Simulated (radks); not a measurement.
Results of a calculation; reference values are marked as such.
Q: Species: Re64+. Configuration: [He] 2s2 2p5.5 3s1 3d0.5 (fractional occupations, a model configuration). Code: a radial shooting solver on a logarithmic mesh with Libxc functionals. Model: scalar-relativistic Kohn-Sham, PBEsol, spin-polarised, spherical densities, finite nucleus; open shells are filled with parallel spins first (spin-orbit coupling, left out, can overturn this in heavy ions); Fermi nuclear charge, rms radius 5.3698 fm. Some entries of the table are withheld. Estimate them.

orbital  occ.  eigenvalue (hartree)  <1/r> (bohr^-1)  <r^2> (bohr^2)
1s up       1             -2842.983            88.75       0.0004473
1s down     1             -2842.523            88.76       0.0004472
2s up       1             -653.7532            21.13        0.006642
2s down     1             -652.9951            21.13        0.006638
2p up       3             -597.8957            19.07        0.005452
2p down   2.5             -597.1124            19.07        0.005449
3s up       1             -270.3106            8.658             (1)
3s down     0             -268.9057            8.658             (2)
3p up       0             -253.8088            8.051         0.03560
3p down     0             -252.4243            8.054         0.03560
3d up     0.5             -240.3941            7.618         0.02736
3d down     0             -239.1573            7.628         0.02730
4s up       0             -145.9509            4.659          0.1227

A: 
(1) 3s up <r^2> (bohr^2): 0.03660
(2) 3s down <r^2> (bohr^2): 0.03661
